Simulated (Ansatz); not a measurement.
Consider the redistribution: `C[SiH](O)[SiH](O)O` + `C[NH][Al]([F])[F]` → `C[Si@H](O)[Si@H](O)F` + `C[NH][Al]([OH])[F]`.

Calculated with Ansatz (gas phase, PBE0-D4/def2-TZVP geometries, no zero-point term in ΔE). CBS: MP2 limit from def2 TZ/QZ plus the TZ coupled-cluster correction, frozen cores. This one scheme is used for every species. DFT in def2-TZVPP. Each species was taken in one conformer, which may not be the lowest.

`C[SiH](O)[SiH](O)O`:

```xyz
14

C    -2.016    0.812   -0.143
Si   -0.359    0.211   -0.765
O     0.702    1.473   -1.020
Si    0.866   -1.001    0.829
O     1.575   -2.256    0.031
O     1.945    0.064    1.477
H    -1.909    1.365    0.793
H    -2.679   -0.038    0.039
H    -2.504    1.463   -0.874
H    -0.581   -0.529   -2.043
H     0.531    2.069   -1.750
H     0.115   -1.527    2.001
H     2.099   -2.872    0.547
H     2.217    0.766    0.879
```

`C[NH][Al]([F])[F]`:

Cartesian coordinates in Å:
```
C -0.194 -0.188 -1.262
N -0.003 0.569 -0.040
Al 0.240 -0.046 1.577
F 0.439 0.979 2.843
F 0.273 -1.663 1.853
H 0.591 0.015 -1.999
H -1.160 0.025 -1.732
H -0.166 -1.257 -1.046
H -0.021 1.566 -0.195
```

`C[Si@H](O)[Si@H](O)F`:

Cartesian coordinates in Å:
```
C -0.681 -1.854 -0.829
Si 0.360 -0.317 -0.736
O 1.841 -0.718 -0.117
Si -0.506 1.340 0.692
O 0.861 1.942 1.387
F -1.455 0.712 1.826
H -0.865 -2.263 0.166
H -1.645 -1.638 -1.298
H -0.176 -2.615 -1.429
H 0.497 0.274 -2.102
H 2.277 -0.033 0.394
H -1.311 2.447 0.104
H 0.803 2.723 1.940
```

`C[NH][Al]([OH])[F]`:

```xyz
10

C    -0.317   -0.870   -1.234
N    -0.746    0.195   -0.350
Al    0.107    0.839    1.038
O     1.609    0.197    1.459
F    -0.571    2.064    1.911
H     0.657   -1.246   -0.918
H    -1.011   -1.719   -1.227
H    -0.214   -0.531   -2.272
H    -1.644    0.574   -0.607
H     2.129    0.498    2.201
```

(1) Is it downhill or uphill in electronic energy at CCSD(T)/CBS, and by how much? (Best estimate.)

(2) What do these levels give: r2SCAN-D4, ωB97M-V, B2PLYP, r2SCAN, PBE0, CCSD/def2-TZVPP, CCSD(T)/def2-TZVPP, HF/def2-QZVPP, MP2/def2-QZVPP, HF/CBS(def2), MP2/CBS(def2), CCSD/CBS(def2)? (Estimate.)

Largest T1 diagnostic among the species: 0.012.

Results:

(1) The calculation gave: Uphill: ΔE = +0.9 kcal/mol.

(2) The calculation gave: r2SCAN-D4 0.3, ωB97M-V 0.4, B2PLYP 0.4, r2SCAN 0.2, PBE0 0.5, CCSD/def2-TZVPP 0.8, CCSD(T)/def2-TZVPP 0.9, HF/def2-QZVPP 0.1, MP2/def2-QZVPP 1.1, HF/CBS(def2) 0.1, MP2/CBS(def2) 1.1, CCSD/CBS(def2) 0.8 kcal/mol.

In def2-TZVPP, CCSD(T) changes the Hartree–Fock value by +0.9 kcal/mol (the triples alone add +0.1 kcal/mol) and MP2 by +1.1 kcal/mol.
